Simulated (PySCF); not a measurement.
Si(F)(Cl)(Me)(OH) (CH4ClFOSi), SMILES C[Si](O)(F)Cl. Geometry optimised at PBE-D3(BJ)/def2-SVP. Other conformers were not sampled.

Computed with PBE-D3(BJ)/def2-SVP (PySCF 2.14.0).

Harmonic wavenumbers (cm⁻¹): 115, 158, 190, 243, 260, 299, 324, 511, 704, 745, 767, 820, 891, 945, 1231, 1375, 1377, 2991, 3095, 3100, 3766. Rotational constants (GHz): 3.581, 2.293, 2.224; symmetry number 1.

Work out the zero-point energy and the ideal-gas rigid-rotor harmonic-oscillator thermochemistry at 298.15 K and 1 atm.

ZPE = ½ Σ hcν = ½ × 23907 cm⁻¹ = 143.00 kJ/mol. H − E(el) = 164.50 kJ/mol. Entropy in J/(mol K): translation 167.88, rotation 114.08, vibration 67.37, total 349.33. G − E(el) = 60.34 kJ/mol. Cp = 108.55 J/(mol K). Modes under 150 cm⁻¹ make the vibrational entropy uncertain.
